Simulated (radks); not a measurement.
Q: Species: the gallium ion Ga+. Configuration: [Ar] 3d10 4s2. All-electron calculation, scalar-relativistic Kohn-Sham, PBE, spin-polarised, spherical densities, point nucleus; hard spherical wall at 3 bohr. Program: a radial shooting solver on a logarithmic mesh with Libxc functionals. Some entries of the table are withheld. Estimate them.

orbital,occ.,eigenvalue (Ry),<1/r> (bohr^-1)
1s,2,-751.9455,31.30
2s,2,-92.86029,(1)
2p,6,-80.84200,6.714
3s,2,-10.99888,2.181
3p,6,-7.38245,(2)
3d,10,(3),1.649
4s,2,-0.40077,0.7655
4p,0,0.50135,0.7387
4d,0,2.13603,0.7998
5s,0,4.86116,(4)

A: 
(1) 2s <1/r> (bohr^-1): 6.845
(2) 3p <1/r> (bohr^-1): 2.025
(3) 3d eigenvalue (Ry): -1.53571
(4) 5s <1/r> (bohr^-1): 0.8643
